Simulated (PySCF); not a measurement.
Two-dimensional NMR puzzle

Compound of formula C6H6F2. Correlations simulated from computed shifts and the bond graph:

HSQC (one-bond C–H):
```tsv
δH	δC
6.91	138.8
6.24	136.9
6.20	125.9
5.63	85.5
5.60	126.6
5.54	126.6
```

COSY cross peaks (H two or three bonds apart, from the bond graph; peaks can be absent where the dihedral angle is near 90°):
```tsv
δH	δH
6.91	6.24
6.91	5.60
6.91	5.54
6.24	6.20
6.20	5.63
5.60	5.54
```

HMBC (two and three bonds, from the bond graph):
```tsv
δH	δC
6.91	136.9, 126.6, 125.9
6.24	138.8, 126.6, 125.9, 85.5
6.20	171.8, 138.8, 136.9, 85.5
5.63	171.8, 136.9, 125.9
5.60	138.8, 136.9
5.54	138.8, 136.9
```

Carbons without hydrogens: δ 171.8.

[PySCF 2.14: PBE0/pcSseg-1 with gauge-including orbitals; GFN2-xTB geometry; relativity neglected; one conformer; in vacuum]

References, each an isolated molecule treated in the same way: $^{1}$H, $^{13}$C vs TMS.

Exchangeable hydrogens are left out of these lists.

Task: Work out the connectivity.

Result: SMILES C=C/C=C\C=C(F)F.

Mapped SMILES: `[CH2:1]=[CH:2]/[CH:3]=[CH:4]\[CH:5]=[C:6]([F:7])[F:8]`. Each H is labelled by its parent atom. Ha(C1) is cis to C3; Hb(C1) is trans to C3.

δC 171.8 is C6, a fully substituted alkene carbon. δC 138.8 is C2, an alkene CH (δH 6.91). δC 136.9 is C3, an alkene CH (δH 6.24). δC 126.6 is C1, a terminal =CH2 carbon (δH 5.54, 5.60). δC 125.9 is C4, an alkene CH (δH 6.20). δC 85.5 is C5, an alkene CH (δH 5.63). HMBC from δH 6.20 reaches the proton-free carbon C6. HMBC from δH 5.63 reaches the proton-free carbon C6. COSY links 6.91–6.24, 6.91–5.60, 6.91–5.54, 6.24–6.20, 6.20–5.63, 5.60–5.54.

The data come from this structure; uniqueness wasn't tested.

Shifts are as computed. Against solution values, carbons near 30 ppm lie about +3 ppm off and those near 130 ppm about +5 ppm. Of 1309 compounds with measured shifts, 239 miss one by over three times the rms of a fit or turn the order of signals round; such compounds aren't used in these exercises.
